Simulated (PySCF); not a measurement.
# Strontium: a sound run and one with changed settings

Sound run: Sr⁺ [Kr] 5s1, Sr²⁺ [Kr]. Calculation: PySCF 2.14, in def2-SVP with the def2 core potential (28 electrons) (4s3p2d, 23 functions); scalar relativity through the core potential. The sound run starts from symmetry-adapted Hartree-Fock orbitals and uses a fine grid where one is needed.

Changed run: 26 angular points. This setting is unsound on purpose.

```json
{"species": "Sr⁺", "method": "UHF", "sound run (hartree)": "-30.16456", "changed run (hartree)": "-30.16456", "converged": "yes"}
{"species": "Sr⁺", "method": "LDA", "sound run (hartree)": "-30.35466", "changed run (hartree)": "-30.35466", "converged": "yes"}
{"species": "Sr⁺", "method": "M06-2X", "sound run (hartree)": "-30.39959", "changed run (hartree)": "-30.39959", "converged": "yes"}
{"species": "Sr²⁺", "method": "UHF", "sound run (hartree)": "-29.78096", "changed run (hartree)": "-29.78096", "converged": "yes"}
{"species": "Sr²⁺", "method": "LDA", "sound run (hartree)": "-29.93904", "changed run (hartree)": "-29.93904", "converged": "yes"}
{"species": "Sr²⁺", "method": "M06-2X", "sound run (hartree)": "-29.99548", "changed run (hartree)": "-29.99548", "converged": "yes"}
```

Ionisation energy of Sr⁺:

```json
{"method": "UHF", "sound run (eV)": "10.438", "changed run (eV)": "10.438"}
{"method": "LDA", "sound run (eV)": "11.310", "changed run (eV)": "11.310"}
{"method": "M06-2X", "sound run (eV)": "10.996", "changed run (eV)": "10.996"}
```

Here the setting changes nothing at the digits shown.

For comparison, NIST gives 11.030 eV between the lowest levels.
